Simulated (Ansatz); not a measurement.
Start from `NB[SeH]` and change one atom or group to get `ClB[SeH]`.

Ansatz, PBE0-D4/def2-TZVP geometries, multiplicity 1. Each molecule was computed in one conformer, which needn't be the lowest.

Scalar relativity is left out up to krypton.

| property | `NB[SeH]` |
| --- | --- |
| size of the dipole moment (B3LYP/def2-TZVPP) / D | 1.96 |
| HOMO energy (B3LYP/def2-TZVPP) / eV | -6.58 |
| HOMO–LUMO gap (PBE0/def2-TZVPP) / eV | 7.07 |
| size of the dipole moment (PBE/def2-TZVPP) / D | 1.95 |
| size of the dipole moment (ωB97M-V/def2-TZVPP) / D | 2.01 |
| ideal-gas entropy at 298 K and 1 bar (rigid rotor, harmonic PBE0-D4/def2-TZVP) / J/(mol·K) | 290 |

**Question.** Give the same properties after the change, and the shifts. (An estimate is asked.)

**Answer.** Ansatz gave: 
```
                                                                                  property  `ClB[SeH]`  shift
                                          size of the dipole moment (B3LYP/def2-TZVPP) / D        1.24  -0.72
                                                       HOMO energy (B3LYP/def2-TZVPP) / eV       -7.57  -0.99
                                                      HOMO–LUMO gap (PBE0/def2-TZVPP) / eV        6.37  -0.70
                                            size of the dipole moment (PBE/def2-TZVPP) / D        1.20  -0.75
                                        size of the dipole moment (ωB97M-V/def2-TZVPP) / D        1.22  -0.79
ideal-gas entropy at 298 K and 1 bar (rigid rotor, harmonic PBE0-D4/def2-TZVP) / J/(mol·K)         293      3
```

With PBE0 the HOMO falls by 1.00 eV and the LUMO falls by 1.69 eV, so the gap narrows by about 0.69 eV. PBE moves the HOMO by -1.04 eV and ωB97M-V by -0.97 eV. The zero-point energy changes by -68.8 kJ/mol with -6 modes. Dipoles are sizes alone; their direction can turn.

B3LYP here is the variant with VWN-RPA as its local correlation; programs differ in this.

Spin–orbit coupling is left out; it splits and shifts lone-pair levels of the heavy atoms by tenths of an eV.
